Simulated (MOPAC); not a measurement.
Job for MOPAC: PM6 on AlClFH (SMILES [F][AlH][Cl]), a point of a bond scan (R = 2.100 Å).

```
PM6 1SCF PRECISE CHARGE=0 THREADS=1
AlClFH

Al    -0.56121200 1     0.17720720 1    -0.47070291 1
H     -2.17388219 1    -0.56145000 1    -1.59455812 1
F     -0.21592676 1     1.78615354 1    -0.49600494 1
Cl     0.64675761 1    -1.05936054 1     0.69919827 1
```

Program output:

```
*******************************************************************************
 **                                                                           **
 **                              MOPAC v23.2.5                                **
 **                                                                           **
 *******************************************************************************
 ** MOPAC's Digital Object Identifier: https://doi.org/10.5281/zenodo.6511958 **
 **                                                                           **
 ** Please cite the open-source release paper for use of this MOPAC version:  **
 ** J. E. Moussa and J. J. P. Stewart (2026)                                  **
 ** MOPAC: An open-source semiempirical molecular orbital program             **
 ** J. Open Source Softw., 11(119), 8025, https://doi.org/10.21105/joss.08025 **
 *******************************************************************************

                              PM6 CALCULATION RESULTS

 *******************************************************************************
 *  PM6        - The PM6 Hamiltonian to be used
 *
 *
 *
 *                 CHARGE ON SYSTEM = 0
 *
 *
 *
 *  PRECISE    - TIGHTER CRITERIA TO BE USED
 *  1SCF       - DO 1 SCF AND THEN STOP
 *  THREADS=1  - MULTI-THREADING NOT USED
 *  T=         - A TIME OF 172800.0 SECONDS REQUESTED
 *  DUMP=N     - RESTART FILE WRITTEN EVERY 7200.0 SECONDS REQUESTED
 *******************************************************************************
PM6 1SCF PRECISE CHARGE=0 THREADS=1
 AlClFH

   ATOM   CHEMICAL          X               Y               Z
  NUMBER   SYMBOL      (ANGSTROMS)     (ANGSTROMS)     (ANGSTROMS)

     1      Al         -0.56121200  *   0.17720720  *  -0.47070291  *
     2       H         -2.17388219  *  -0.56145000  *  -1.59455812  *
     3       F         -0.21592676  *   1.78615354  *  -0.49600494  *
     4      Cl          0.64675761  *  -1.05936054  *   0.69919827  *



          CARTESIAN COORDINATES

    NO.       ATOM           X           Y           Z

     1        Al         -0.5612      0.1772     -0.4707
     2         H         -2.1739     -0.5615     -1.5946
     3         F         -0.2159      1.7862     -0.4960
     4        Cl          0.6468     -1.0594      0.6992

 General Reference for PM6:
 "Optimization of Parameters for Semiempirical Methods V: Modification of NDDO Approximations
 and Application to 70 Elements", J. J. P. Stewart, J. Mol. Mod., 13, 1173-1213 (2007)
 URL: https://link.springer.com/article/10.1007/s00894-007-0233-4

           Empirical Formula: H Al F Cl  =     4 atoms



      MOLECULAR POINT GROUP   :   Cs


      RHF CALCULATION, NO. OF DOUBLY OCCUPIED LEVELS = 9


 -------------------------------------------------------------------------------
 PM6 1SCF PRECISE CHARGE=0 THREADS=1
 AlClFH



     1SCF WAS SPECIFIED, SO BFGS WAS NOT USED
     SCF FIELD WAS ACHIEVED


                              PM6 CALCULATION
                                                       MOPAC v23.2.5 Linux




          FINAL HEAT OF FORMATION =        -73.34438 KCAL/MOL =    -306.87289 KJ/MOL


          COSMO AREA              =        103.13 SQUARE ANGSTROMS
          COSMO VOLUME            =         88.75 CUBIC ANGSTROMS

          IONIZATION POTENTIAL    =         10.193727 EV
          HOMO LUMO ENERGIES (EV) =        -10.194 -0.280
          NO. OF FILLED LEVELS    =          9
          MOLECULAR WEIGHT        =         82.4408         POINT GROUP:  Cs

          MOLECULAR DIMENSIONS (Angstroms)

            Atom       Atom       Distance
           Cl     4    H     2     3.66950
            F     3    H     2     2.65384
           Al     1    H     2     0.00000


          SCF CALCULATIONS        =          1





   ATOM   CHEMICAL          X               Y               Z
  NUMBER   SYMBOL      (ANGSTROMS)     (ANGSTROMS)     (ANGSTROMS)

     1      Al         -0.56121200  *   0.17720720  *  -0.47070291  *
     2       H         -2.17388219  *  -0.56145000  *  -1.59455812  *
     3       F         -0.21592676  *   1.78615354  *  -0.49600494  *
     4      Cl          0.64675761  *  -1.05936054  *   0.69919827  *

                             CARTESIAN COORDINATES

   1   Al       -0.561212000     0.177207200    -0.470702910
   2    H       -2.173882190    -0.561450000    -1.594558120
   3    F       -0.215926760     1.786153540    -0.496004940
   4   Cl        0.646757610    -1.059360540     0.699198270


           Empirical Formula: H Al F Cl  =     4 atoms



      MOLECULAR POINT GROUP   :   Cs


                  EIGENVALUES
 -39.47129 -26.56685 -15.95930 -15.27578 -15.08116 -14.18765 -11.69656 -11.64442
 -10.19373  -0.28018   0.53540   2.74361   3.49065  88.56354  88.85600  90.24196
  90.26212  90.74971  98.53367  99.21037  99.79737 100.35010 101.43041


              NET ATOMIC CHARGES AND DIPOLE CONTRIBUTIONS

  ATOM NO.   TYPE          CHARGE      No. of ELECS.   s-Pop       p-Pop       d-Pop
    1         Al           0.680995        2.3190     1.04219     1.23668     0.04013
    2          H           0.002307        0.9977     0.99769
    3          F          -0.376245        7.3762     1.96690     5.40934
    4         Cl          -0.307057        7.3071     1.98898     5.31463     0.00345
 DIPOLE           X         Y         Z       TOTAL
 POINT-CHG.    -2.423    -1.092    -1.692     3.151
 HYBRID         0.593     0.262     0.415     0.770
 SUM           -1.831    -0.830    -1.277     2.381


          ATOMIC ORBITAL ELECTRON POPULATIONS

     Atom    s        px        py        pz      x^2-y^2     xz        z^2       yz        xy
    1 Al   1.04219   0.43780   0.49287   0.30601   0.01145   0.00495   0.00584   0.00818   0.00970
    2  H   0.99769
    3  F   1.96690   1.94047   1.51472   1.95416
    4 Cl   1.98898   1.77040   1.77224   1.77199   0.00034   0.00106   0.00018   0.00093   0.00095

 **********************
 *                    *
 * JOB ENDED NORMALLY *
 *                    *
 **********************




 == MOPAC DONE ==
```

The run finished.

Cost: about 0.03 core-seconds (a rough figure).
